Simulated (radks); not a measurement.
Ionisation of neutral iridium, [Xe] 4f14 5d7 6s2, to [Xe] 4f14 5d7 6s1 as the strength of local exchange is varied. All-electron calculation, scalar-relativistic Kohn-Sham, Slater X-alpha exchange (alpha = 2/3 is LDA exchange), no correlation, spin-polarised, spherical densities, point nucleus; open shells are filled with parallel spins first (spin-orbit coupling, left out, can overturn this in heavy ions). Program: a radial shooting solver on a logarithmic mesh with Libxc functionals.

| alpha | E(Ir) (hartree) | exchange (hartree) | IE (eV) | -e of the level emptied (eV) | <r> of it (bohr) |
|---|---|---|---|---|---|
| 0.667 | -17809.7157 | -328.1478 | 8.065 | 4.939 (6s) | 3.037 |
| 0.701 | -17826.5409 | -345.2233 | 8.264 | 5.140 (6s) | 3.015 |
| 0.769 | -17860.2423 | -379.4749 | 8.671 | 5.554 (6s) | 2.972 |
| 0.796 | -17873.6425 | -393.1121 | 8.836 | 5.722 (6s) | 2.955 |
| 0.941 | -17945.7898 | -466.7102 | 9.752 | 6.668 (6s) | 2.866 |
| 0.96 | -17955.2664 | -476.3993 | 9.876 | 6.797 (6s) | 2.855 |
| 0.961 | -17955.7653 | -476.9095 | 9.882 | 6.804 (6s) | 2.855 |

NIST Atomic Spectra Database: 8.967 eV (measured). The Delta-SCF value meets it near alpha = 0.82. Open shells are spherical and high-spin; term and fine-structure splittings are not resolved. Spin-orbit splitting is averaged out at the scalar-relativistic level.
